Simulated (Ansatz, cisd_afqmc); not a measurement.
System: MgO, charge 0, singlet. MgO (SMILES [O]=[Mg]).
B3LYP-D3(BJ)/def2-TZVP minimum from Ansatz (a quantum-chemistry and plane-wave program):
```
Mg
O 1 1.7394
```

Total energies in def2-SVP, 8 correlated electrons, 6 frozen orbitals. UHF or UKS for unpaired electrons; spin-orbit terms are left out. Cores are frozen in correlated methods. No relativity. AFQMC/CISD: phaseless, guided by CISD from CCSD amplitudes; bars are statistical, one sigma. Outlying blocks are dropped, and bars are widened where a walk drifts. Over all cases where full CI ran beside it in this data, AFQMC minus full CI had a median of +0.1 mEh and passed +0.4 mEh in a tenth of the cases. The T1 diagnostic of MgO ([O]=[Mg], singlet) reaches 0.062 in the sets run. The restricted determinant of MgO ([O]=[Mg], singlet) is unstable towards broken spin symmetry in at least one set run.

The bar of a AFQMC/CISD walk is widened from 0.40 to 1.08 mEh, since its halves differ by 2.17 mEh.

| method | program | energy (Eh) | error against FCI (mEh) |
|---|---|---|---|
| HF | Ansatz | -274.20298 | 275.44 |
| MP2 | Ansatz | -274.47325 | 5.17 |
| CCSD | Ansatz | -274.45764 | 20.78 |
| CCSD(T) | Ansatz | -274.47661 | 1.81 |
| CCSDT(Q) | Ansatz | -274.48056 | -2.14 |
| CCSDTQ | Ansatz | -274.47854 | -0.12 |
| AFQMC/CISD | cisd_afqmc | -274.4745 ± 0.0011 | 3.9 ± 1.1 |
| FCI | Ansatz | -274.47842 | 0.00 |

Rough core times of Ansatz's runs on a shared machine: CCSD(T) under 20 s, CCSDT(Q) under 20 s, CCSDTQ 80 s, FCI 10 min.
